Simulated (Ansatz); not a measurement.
XSi6 (charge +1): PBE-D4/def2-SVP single points in Ansatz on relaxed structures, gas phase. Each cluster is the lowest isomer that a short search found in that spin, judged at the geometry's level, and lower ones may exist. Core potentials for Ta, W, no spin–orbit coupling. HOMO and LUMO are taken over both spins. The structures are stationary points that may keep the symmetry of their start. Remarks come from the PBE and PBE0 runs and from stability tests at other levels; not every state was tested.

Estimate the order by LUMO (eV), lowest first.
A. TaSi6⁺ (singlet)
B. Si6O⁺ (doublet)
C. TiSi6⁺ (doublet)
D. CuSi6⁺ (singlet)

C (-9.02), B (-8.62), A (-8.50), D (-8.28).

In full:

```json
{"species": "CuSi6⁺", "atoms": "7", "state": "singlet", "geometry": "B3LYP-D4/def2-SVP", "HOMO (eV)": "-9.89", "LUMO (eV)": "-8.28", "gap (eV)": "1.61", "point group (within 0.1 Å)": "–", "remarks": "restricted SCF unstable in HF"}
{"species": "TiSi6⁺", "atoms": "7", "state": "doublet", "geometry": "PBE0-D4/def2-SVP", "HOMO (eV)": "-9.34", "LUMO (eV)": "-9.02", "gap (eV)": "0.31", "point group (within 0.1 Å)": "Cs", "remarks": "spin-contaminated (⟨S²⟩ up to 0.94)"}
{"species": "Si6O⁺", "atoms": "7", "state": "doublet", "geometry": "r2SCAN-D4/def2-SVP", "HOMO (eV)": "-9.28", "LUMO (eV)": "-8.62", "gap (eV)": "0.66", "point group (within 0.1 Å)": "Cs", "remarks": "–"}
{"species": "Si6W⁺", "atoms": "7", "state": "doublet", "geometry": "PBE-D4/def2-SVP", "HOMO (eV)": "-9.30", "LUMO (eV)": "-8.62", "gap (eV)": "0.68", "point group (within 0.1 Å)": "–", "remarks": "–"}
{"species": "TaSi6⁺", "atoms": "7", "state": "singlet", "geometry": "PBE-D4/def2-SVP", "HOMO (eV)": "-9.78", "LUMO (eV)": "-8.50", "gap (eV)": "1.28", "point group (within 0.1 Å)": "Cs", "remarks": "restricted SCF unstable in HF"}
```

The gap (eV) runs from 0.31 (TiSi6⁺) to 1.61 (CuSi6⁺).
